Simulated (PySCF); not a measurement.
# Computed records: AlBGeH$_{5}$O, BClGeH$_{3}$O, BGeH$_{5}$NO, CH$_{4}$BGeO and others

Computed with PySCF 2.14.0. Calculation on a computer-drawn molecule: optimised geometry and harmonic frequencies of an isolated molecule of the commonest isotopes, restricted reference for singlets and unrestricted otherwise, frozen core in MP2; on germanium a core potential holds 10 electrons, which the energies leave out, and 3d is frozen in MP2 and coupled-cluster steps.

Common to all runs: charge 1; multiplicity 1; basis and core potential on germanium cc-pVDZ-PP ECP10MDF.

```yaml
- entry: 1
  formula: AlBGeH5O
  start_structure:
    atoms_angstrom:
      - [B, -2.6172, -0.8265, 0.2721]
      - [O, -2.2859, -1.9899, 1.1061]
      - [Ge, -0.462, -2.3863, 0.8146]
      - [Al, 0.6529, -1.5176, 2.9833]
      - [H, -2.2977, 0.132, -0.6299]
      - [H, 0.0452, -1.3145, -0.223]
      - [H, -0.2921, -3.7087, 0.4966]
      - [H, 2.1185, -0.9478, 2.9497]
      - [H, -0.2107, -1.2169, 4.3186]
  given:
    method: HF
    basis: "cc-pV(D+d)Z"
    drawn_bonds_atom: [1, 2, 3, 1, 3, 3, 4, 4]
    drawn_bonds_other_atom: [2, 3, 4, 5, 6, 7, 8, 9]
    drawn_bonds_order: [1, 1, 1, 1, 1, 1, 1, 1]
  results:
    optimised_atom_element: [B, O, Ge, Al, H, H, H, H, H]
    "optimised_atom_x [angstrom]": [-2.787, -1.716, 0.1091, 0.7281, -3.826, 0.763, -0.3717, 2.099, -0.3472]
    "optimised_atom_y [angstrom]": [-0.8048, -1.286, -2.176, -1.463, -0.3363, -1.563, -3.584, -2.008, -0.5553]
    "optimised_atom_z [angstrom]": [0.2118, 0.4806, 0.7814, 3.158, -0.04645, -0.4501, 0.452, 3.664, 3.837]
    "modes_frequency [cm^-1]": [71.77, 98.31, 130.5, 162.9, 286.8, 319.3, 346.2, 436.7, 597.0, 655.7, 762.8, 799.9, 856.8, 858.4, 960.3, 1893, 2058, 2091, 2271, 2277, 3025]
    "modes_reduced_mass [dalton]": [4.006, 1.043, 3.347, 4.636, 11.15, 10.87, 1.066, 1.161, 1.15, 1.056, 1.06, 1.054, 1.384, 1.384, 1.029, 4.932, 1.022, 1.064, 1.016, 1.025, 1.197]
    "rotational_constants [GHz]": [5.251, 1.974, 1.461]
    "total_energy [hartree]": -637.5721
    "convergence_status_largest_gradient_component [hartree/bohr]": 1.504e-05
- entry: 2
  formula: BClGeH3O
  start_structure:
    atoms_angstrom:
      - [B, -3.4013, 0.5414, -0.6343]
      - [O, -2.8279, 0.0767, 0.3046]
      - [Ge, -1.8625, -0.8602, 2.029]
      - [Cl, -2.9352, -2.5423, 2.2438]
      - [H, -3.9757, 1.0029, -1.5606]
      - [H, -0.5212, -0.9336, 1.2269]
      - [H, -2.1121, 0.4176, 2.8266]
  given:
    method: HF
    basis: "cc-pV(D+d)Z"
    drawn_bonds_atom: [1, 2, 3, 1, 3, 3]
    drawn_bonds_other_atom: [2, 3, 4, 5, 6, 7]
    drawn_bonds_order: [1, 1, 1, 1, 1, 1]
  results:
    optimised_atom_element: [B, O, Ge, Cl, H, H, H]
    "optimised_atom_x [angstrom]": [-3.398, -2.752, -1.853, -3.012, -4.018, -0.5011, -2.102]
    "optimised_atom_y [angstrom]": [0.5045, 0.1119, -0.7217, -2.452, 0.8886, -0.9717, 0.3428]
    "optimised_atom_z [angstrom]": [-0.6052, 0.34, 1.885, 2.141, -1.519, 1.277, 2.917]
    "modes_frequency [cm^-1]": [88.09, 137.5, 216.2, 359.8, 491.2, 582.9, 651.6, 839.4, 852.3, 852.4, 910.7, 1862, 2369, 2390, 3022]
    "modes_reduced_mass [dalton]": [4.449, 3.41, 8.709, 11.83, 38.29, 1.131, 1.04, 1.051, 1.381, 1.362, 1.025, 5.066, 1.013, 1.029, 1.19]
    "rotational_constants [GHz]": [5.856, 2.437, 1.763]
    "total_energy [hartree]": -854.0223
    "convergence_status_largest_gradient_component [hartree/bohr]": 1.385e-05
- entry: 3
  formula: BClGeH3O
  start_structure:
    atoms_angstrom:
      - [B, -3.3977, 0.5045, -0.6052]
      - [O, -2.7519, 0.1119, 0.34]
      - [Ge, -1.8528, -0.7217, 1.8854]
      - [Cl, -3.0117, -2.452, 2.1406]
      - [H, -4.0184, 0.8886, -1.5189]
      - [H, -0.5011, -0.9717, 1.2769]
      - [H, -2.1023, 0.3428, 2.9172]
  given:
    method: MP2
    basis: "cc-pV(D+d)Z"
    drawn_bonds_atom: [1, 2, 3, 1, 3, 3]
    drawn_bonds_other_atom: [2, 3, 4, 5, 6, 7]
    drawn_bonds_order: [1, 1, 1, 1, 1, 1]
  results:
    optimised_atom_element: [B, O, Ge, Cl, H, H, H]
    "optimised_atom_x [angstrom]": [-3.41, -2.776, -1.843, -2.986, -4.015, -0.4961, -2.11]
    "optimised_atom_y [angstrom]": [0.5218, 0.09408, -0.7474, -2.482, 0.9364, -0.9725, 0.3523]
    "optimised_atom_z [angstrom]": [-0.6314, 0.331, 1.915, 2.19, -1.553, 1.265, 2.919]
    "modes_frequency [cm^-1]": [82.49, 127.5, 196.9, 334.1, 490.9, 546.2, 609.1, 774.9, 775.5, 790.1, 858.7, 1777, 2295, 2327, 2940]
    "modes_reduced_mass [dalton]": [4.633, 3.521, 8.811, 11.92, 38.17, 1.132, 1.04, 1.359, 1.361, 1.041, 1.025, 5.217, 1.014, 1.029, 1.184]
    "rotational_constants [GHz]": [5.882, 2.34, 1.715]
    "total_energy [hartree]": -854.4956
    "convergence_status_largest_gradient_component [hartree/bohr]": 1.793e-05
- entry: 4
  formula: BGeH5NO
  start_structure:
    atoms_angstrom:
      - [B, -0.081, -2.0189, -4.1686]
      - [O, -0.0604, -1.48, -3.1983]
      - [Ge, -0.2557, -0.4155, -1.2119]
      - ["N", -0.1217, 1.3356, -1.6717]
      - [H, -0.0655, -2.6106, -5.1885]
      - [H, 1.1031, -1.0149, -0.8244]
      - [H, -1.5759, -0.8717, -1.0081]
      - [H, 0.8073, 1.8261, -1.6881]
      - [H, -0.8494, 1.9234, -1.8481]
  given:
    method: HF
    basis: cc-pVDZ
    drawn_bonds_atom: [1, 2, 3, 1, 3, 3, 4, 4]
    drawn_bonds_other_atom: [2, 3, 4, 5, 6, 7, 8, 9]
    drawn_bonds_order: [1, 1, 1, 1, 1, 1, 1, 1]
  results:
    optimised_atom_element: [B, O, Ge, "N", H, H, H, H, H]
    "optimised_atom_x [angstrom]": [-0.07492, -0.12, -0.1934, -0.07671, -0.03089, 1.056, -1.566, 0.7985, -0.8727]
    "optimised_atom_y [angstrom]": [-1.989, -1.425, -0.4325, 1.274, -2.534, -1.053, -0.9155, 1.749, 1.837]
    "optimised_atom_z [angstrom]": [-4.171, -3.107, -1.306, -1.69, -5.204, -0.747, -0.9302, -1.804, -1.922]
    "modes_frequency [cm^-1]": [97.79, 131.4, 223.3, 283.0, 317.2, 372.3, 542.4, 712.7, 827.0, 853.8, 858.9, 859.3, 916.8, 939.4, 1675, 1886, 2372, 2387, 3024, 3776, 3890]
    "modes_reduced_mass [dalton]": [3.758, 3.28, 8.249, 4.842, 1.3, 1.062, 1.069, 1.027, 2.303, 1.392, 1.384, 1.384, 1.045, 1.24, 1.111, 4.956, 1.014, 1.028, 1.196, 1.049, 1.101]
    "rotational_constants [GHz]": [11.49, 2.748, 2.317]
    "total_energy [hartree]": -450.1249
    "convergence_status_largest_gradient_component [hartree/bohr]": 1.094e-05
- entry: 5
  formula: CH4BGeO
  start_structure:
    atoms_angstrom:
      - [B, 0.3908, 0.8307, -1.4499]
      - [O, 0.9163, -0.1675, -1.3711]
      - [Ge, 1.7936, -2.088, -1.211]
      - [C, 2.4269, -2.08, 0.5012]
      - [H, -0.0673, 1.9476, -1.4353]
      - [H, 2.1094, -2.0246, -2.725]
      - [H, 1.8093, -1.5254, 1.2167]
      - [H, 2.9694, -2.9787, 0.8252]
  given:
    method: HF
    basis: cc-pVDZ
    drawn_bonds_atom: [1, 2, 3, 1, 3, 4, 4]
    drawn_bonds_other_atom: [2, 3, 4, 5, 6, 7, 8]
    drawn_bonds_order: [1, 1, 2, 1, 1, 1, 1]
  results:
    optimised_atom_element: [B, O, Ge, C, H, H, H, H]
    "optimised_atom_x [angstrom]": [0.3823, 0.9909, 1.978, 2.3, -0.2063, 2.101, 1.965, 2.838]
    "optimised_atom_y [angstrom]": [0.8989, -0.1447, -1.836, -2.159, 1.908, -2.199, -1.494, -3.06]
    "optimised_atom_z [angstrom]": [-1.422, -1.372, -1.199, 0.4707, -1.474, -2.64, 1.254, 0.7343]
    "modes_frequency [cm^-1]": [25.6, 112.1, 140.9, 220.9, 362.8, 592.2, 706.5, 825.7, 849.8, 851.5, 853.7, 944.8, 1462, 1868, 2409, 3022, 3323, 3452]
    "modes_reduced_mass [dalton]": [1.246, 3.017, 3.64, 4.007, 10.94, 1.04, 1.097, 1.145, 1.38, 1.325, 1.262, 4.047, 1.17, 5.063, 1.023, 1.191, 1.052, 1.12]
    "rotational_constants [GHz]": [14.58, 2.97, 2.467]
    "total_energy [hartree]": -432.8589
    "convergence_status_largest_gradient_component [hartree/bohr]": 3.222e-05
- entry: 6
  formula: BClGeH4N
  start_structure:
    atoms_angstrom:
      - [B, -1.5363, 0.738, -0.9166]
      - [Ge, -0.7021, -0.2022, 0.6628]
      - ["N", 0.7019, -1.2764, 0.4362]
      - [Cl, -1.3032, -0.017, 2.5594]
      - [H, -1.1693, 1.8269, -1.2694]
      - [H, -2.4511, 0.2802, -1.553]
      - [H, 1.2035, -1.5032, -0.3352]
      - [H, 1.134, -1.7915, 1.3068]
  given:
    method: HF
    basis: "cc-pV(D+d)Z"
    drawn_bonds_atom: [1, 2, 2, 1, 1, 3, 3]
    drawn_bonds_other_atom: [2, 3, 4, 5, 6, 7, 8]
    drawn_bonds_order: [1, 1, 1, 1, 1, 1, 1]
  results:
    optimised_atom_element: [B, Ge, "N", Cl, H, H, H, H]
    "optimised_atom_x [angstrom]": [-1.576, -0.6307, 0.7285, -1.325, -1.159, -2.479, 1.202, 1.116]
    "optimised_atom_y [angstrom]": [0.7943, -0.2338, -1.306, -0.01735, 1.876, 0.2348, -1.536, -1.758]
    "optimised_atom_z [angstrom]": [-0.9801, 0.5903, 0.5053, 2.544, -1.227, -1.507, -0.3512, 1.317]
    "modes_frequency [cm^-1]": [96.19, 132.3, 161.8, 211.0, 470.4, 474.3, 498.5, 546.4, 708.8, 867.4, 882.2, 954.8, 1201, 1666, 2767, 2915, 3738, 3854]
    "modes_reduced_mass [dalton]": [1.026, 4.252, 4.792, 3.92, 11.41, 1.078, 1.128, 7.689, 1.205, 2.283, 1.811, 1.324, 1.108, 1.115, 1.041, 1.139, 1.049, 1.101]
    "rotational_constants [GHz]": [5.397, 3.107, 2.008]
    "total_energy [hartree]": -834.1225
    "convergence_status_largest_gradient_component [hartree/bohr]": 1.735e-05
- entry: 7
  formula: CH5B2Ge
  start_structure:
    atoms_angstrom:
      - [B, 1.2327, -1.5038, 3.0951]
      - [Ge, 1.4729, 0.1578, 1.9543]
      - [B, 0.3341, 1.0993, 0.74]
      - [C, -0.4411, 1.9127, -0.1501]
      - [H, 0.8208, -1.5304, 4.173]
      - [H, 1.6639, -2.5641, 2.6421]
      - [H, 2.7304, 0.8743, 2.0731]
      - [H, -0.0686, 2.8418, -0.6569]
      - [H, -1.3833, 1.6548, -0.5296]
  given:
    method: HF
    basis: cc-pVDZ
    drawn_bonds_atom: [1, 2, 3, 1, 1, 2, 4, 4]
    drawn_bonds_other_atom: [2, 3, 4, 5, 6, 7, 8, 9]
    drawn_bonds_order: [1, 1, 2, 1, 1, 1, 1, 1]
  results:
    optimised_atom_element: [B, Ge, B, C, H, H, H, H, H]
    "optimised_atom_x [angstrom]": [1.196, 1.616, 0.4183, -0.4342, 0.6871, 1.494, 2.957, -0.147, -1.426]
    "optimised_atom_y [angstrom]": [-1.519, 0.248, 1.181, 1.839, -1.423, -2.543, 0.9346, 2.761, 1.464]
    "optimised_atom_z [angstrom]": [3.02, 1.992, 0.7362, -0.1488, 4.09, 2.496, 2.187, -0.6472, -0.3849]
    "modes_frequency [cm^-1]": [95.7, 137.5, 206.7, 255.0, 294.4, 470.3, 518.3, 549.4, 648.1, 697.7, 773.8, 958.1, 1000, 1207, 1389, 1611, 2295, 2749, 2883, 3292, 3383]
    "modes_reduced_mass [dalton]": [3.145, 2.005, 1.325, 2.566, 1.173, 6.118, 1.039, 5.55, 1.132, 1.238, 1.503, 1.316, 1.32, 1.112, 1.302, 3.686, 1.021, 1.043, 1.135, 1.061, 1.11]
    "rotational_constants [GHz]": [15.04, 2.316, 2.043]
    "total_energy [hartree]": -383.1720
    "convergence_status_largest_gradient_component [hartree/bohr]": 3.807e-05
- entry: 8
  formula: BGeH6Si
  start_structure:
    atoms_angstrom:
      - [B, 1.042, 3.0146, 0.4081]
      - [Ge, 0.1262, 1.4001, -0.468]
      - [Si, -1.1029, -0.7394, -0.3334]
      - [H, 0.4783, 3.9445, 0.6359]
      - [H, 2.2233, 2.9709, 0.722]
      - [H, 0.4751, 1.689, -1.9571]
      - [H, -1.3089, -0.9005, 1.0614]
      - [H, -0.1559, -1.7127, -0.9868]
      - [H, -2.3093, -0.4257, -1.1209]
  given:
    method: HF
    basis: "cc-pV(D+d)Z"
    drawn_bonds_atom: [1, 2, 1, 1, 2, 3, 3, 3]
    drawn_bonds_other_atom: [2, 3, 4, 5, 6, 7, 8, 9]
    drawn_bonds_order: [1, 1, 1, 1, 1, 1, 1, 1]
  results:
    optimised_atom_element: [B, Ge, Si, H, H, H, H, H, H]
    "optimised_atom_x [angstrom]": [1.0, 0.2227, -1.026, 0.3073, 2.11, 0.4798, -1.159, -0.1728, -2.294]
    "optimised_atom_y [angstrom]": [2.89, 1.443, -0.6138, 3.813, 2.741, 1.716, -0.6685, -1.666, -0.4136]
    "optimised_atom_z [angstrom]": [0.4708, -0.8037, -0.3066, 0.7586, 0.8747, -2.286, 1.154, -0.878, -1.023]
    "modes_frequency [cm^-1]": [41.81, 109.1, 219.0, 316.7, 389.3, 495.6, 518.4, 542.0, 678.9, 708.7, 915.2, 968.1, 996.9, 1007, 1205, 2256, 2363, 2385, 2398, 2735, 2861]
    "modes_reduced_mass [dalton]": [1.15, 3.707, 1.065, 9.187, 1.025, 1.087, 1.073, 5.025, 1.237, 1.081, 1.145, 1.25, 1.04, 1.039, 1.117, 1.021, 1.015, 1.054, 1.053, 1.044, 1.132]
    "rotational_constants [GHz]": [15.26, 2.46, 2.217]
    "total_energy [hartree]": -610.1937
    "convergence_status_largest_gradient_component [hartree/bohr]": 3.537e-05
```
